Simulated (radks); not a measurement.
The numbers below are computed, except where a source is named.
All-electron atom: Ti15+ in [He] 2s2 2p2 3d1 (not the ground configuration).

Code: a radial shooting solver on a logarithmic mesh with Libxc functionals. Model: scalar-relativistic Kohn-Sham, r2SCAN, spin-polarised, spherical densities, finite nucleus; open shells are filled with parallel spins first; meta-GGA in the generalised Kohn-Sham scheme; Fermi nuclear charge, rms radius 3.5921 fm.

Energy parts (hartree):
total: -676.11464
kinetic: 683.28199
electron-nucleus: -1435.97083
Hartree: 100.59162
exchange-correlation: -24.01742

Orbitals (lengths in bohr, moments of r in powers of bohr; <r^-3> diverges for s and p1/2; r(max) is where P^2 peaks):
orbital	occ.	eigenvalue (hartree)	<r^-3>	r(max)	<r^2>
1s up	1	-206.2713	-	0.04551	0.006454
1s down	1	-205.8103	-	0.04546	0.006414
2s up	1	-41.01995	-	0.2555	0.1052
2s down	1	-40.10421	-	0.2570	0.1067
2p up	2	-38.44476	326.2	0.2044	0.08211
2p down	0	-37.34652	321.1	0.2065	0.08383
3d up	1	-14.12629	12.94	0.5269	0.4441
3d down	0	-13.17100	13.71	0.5106	0.4246

The highest occupied level is 3d up at -384.40 eV. The configuration is held as typed, so some empty levels lie below it. Summed over all electrons, <r^2> = 0.8331 bohr^2, which gives a Langevin (diamagnetic) susceptibility term of -0.66 x 10^-6 cm^3/mol. The spin density at the nucleus is -2.53 e/bohr^3 (1s -14.49, 2s 11.96).
